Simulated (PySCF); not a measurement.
Cartesian coordinates in Å; atom numbers follow the order of the lines, from 1:
```xyz
17

C     2.4777   -0.0454   -0.2334
C     1.4759   -0.7296    0.3292
C     0.4539   -0.1657    1.2716
B    -0.7544    0.1502    0.2922
C    -1.6592   -1.0107   -0.2627
C    -0.9976    1.6384   -0.1520
H     3.1575   -0.5176   -0.9472
H     2.6615    1.0061    0.0113
H     1.3368   -1.7791    0.0400
H     0.1792   -0.9208    2.0262
H     0.8426    0.7322    1.7756
H    -1.5118   -1.0850   -1.3556
H    -2.7243   -0.7484   -0.1373
H    -1.4850   -2.0032    0.1781
H    -0.0484    2.1527   -0.3754
H    -1.4248    2.1740    0.7174
H    -1.6884    1.7693   -0.9978
```

Geometry: PBE0-D3(BJ)/def2-SVP; GIAO shifts from PySCF, gas phase, non-relativistic, averaged over equivalent atoms.

At BLYP/pcSseg-1 (157 basis functions, 24 s wall time on 1 thread of an Arm Neoverse V1, shared host):
| atoms | δ (ppm) |
| --- | --- |
| C2 | 138.6 |
| C1 | 122.0 |
| C3 | 44.6 |
| C5/C6 | 13.7 |
| B4 | 80.5 |
| H9 | 5.79 |
| H8 | 5.16 |
| H7 | 5.09 |
| H10/H11 | 2.32 |
| H12/H13/H14/H15/H16/H17 | 0.84 |

Scale: $^{13}$C (σ = 175.31 ppm) and $^{1}$H (σ = 31.36 ppm) against TMS; $^{11}$B (σ = 92.85 ppm) vs BF3·OEt2 (reference shieldings calculated alike).

Predict the values at PBE/pcSseg-1 on the same geometry.

## Answers


| atoms | δ at PBE/pcSseg-1 | change |
| --- | --- | --- |
| C2 | 137.5 | -1.1 |
| C1 | 122.8 | +0.8 |
| C3 | 44.9 | +0.3 |
| C5/C6 | 14.3 | +0.6 |
| B4 | 79.6 | -0.9 |
| H9 | 5.87 | +0.08 |
| H8 | 5.27 | +0.11 |
| H7 | 5.22 | +0.13 |
| H10/H11 | 2.43 | +0.11 |
| H12/H13/H14/H15/H16/H17 | 0.88 | +0.04 |

Referencing at the same level of theory: TMS for $^{13}$C (180.03 ppm), $^{1}$H (31.20 ppm); BF3·OEt2 for $^{11}$B (94.77 ppm).

The largest change is at C2 (alkene CH). Cost: 157 basis functions, 24 s wall time on 1 thread of an Arm Neoverse V1, shared host. The order of the carbon signals is the same at both levels.

A carbon bonded to boron is broadened by the quadrupolar boron nucleus and is often missing from a measured spectrum.
